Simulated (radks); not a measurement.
Spin polarisation of the 2p5 shell in the neon ion Ne+. Start: [He] 2s2 2p(up 2.5, down 2.5); electrons of 2p are moved from spin down to spin up, other shells keep equal spins. All-electron calculation, scalar-relativistic Kohn-Sham, BLYP, spin-polarised, spherical densities, finite nucleus; Fermi nuclear charge, rms radius of each element as measured or else 0.836 A^(1/3) + 0.57 fm. Program: a radial shooting solver on a logarithmic mesh with Libxc functionals.

moment (Bohr magnetons)  E - E(0) (eV)  e(2p up) (eV)  e(2p down) (eV)  2s down minus up (eV)
0                                0.000        -32.296          -32.296                  0.000
0.25                            -0.032        -32.547          -32.034                  0.508
0.5                             -0.128        -32.787          -31.762                  1.016
0.75                            -0.288        -33.015          -31.480                  1.522
1                               -0.512        -33.231          -31.189                  2.026

At moment 1 the spin-polarisation energy is -0.512 eV and the 2p exchange splitting 2.042 eV, that is 2.042 eV per Bohr magneton; E = -I m^2/4 would give I = 2.047 eV.
